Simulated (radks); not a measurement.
Q: Isoelectronic series with 8 electrons, all held in the configuration [He] 2s2 2p4, which need not be the ground one along the series. Calculated with a radial shooting solver on a logarithmic mesh with Libxc functionals: scalar-relativistic Kohn-Sham, PBE, spin-polarised, spherical densities, point nucleus; open shells are filled with parallel spins first (spin-orbit coupling, left out, can overturn this in heavy ions). Total energies (hartree) and mean radii <r> (bohr):

ion    E (hartree)  2p down   2p up  2s down
O        -75.05760    1.335   1.231    1.159
Ne2+    -126.68575   0.8269  0.8017   0.8377
Mg4+    -192.44617   0.6131  0.6012   0.6537
Si6+    -272.35287   0.4893  0.4822   0.5357
S8+     -366.44619   0.4077  0.4030   0.4536
Ar10+   -474.78026   0.3496  0.3462   0.3932
Ca12+   -597.42021   0.3060  0.3035   0.3469
Ti14+   -734.44121   0.2721  0.2702   0.3102
Cr16+   -885.92827   0.2450  0.2434   0.2805
Ni20+  -1232.69013   0.2041  0.2030   0.2350
Zn22+  -1428.18513   0.1883  0.1874   0.2173
Ge24+  -1638.58715   0.1748  0.1740   0.2019
Se26+  -1864.03312   0.1631  0.1624   0.1885
Kr28+  -2104.67147   0.1527  0.1522   0.1767
Sr30+  -2360.66259   0.1436  0.1431   0.1662
Zr32+  -2632.17940   0.1355  0.1351   0.1568
Mo34+  -2919.40801   0.1282  0.1278   0.1484
Ru36+  -3222.54835   0.1217  0.1213   0.1407
Pd38+  -3541.81499   0.1157  0.1154   0.1337

Estimate the row of Fe18+.

A: E (hartree) -1051.97626; 2p down 0.2227; 2p up 0.2214; 2s down 0.2558.
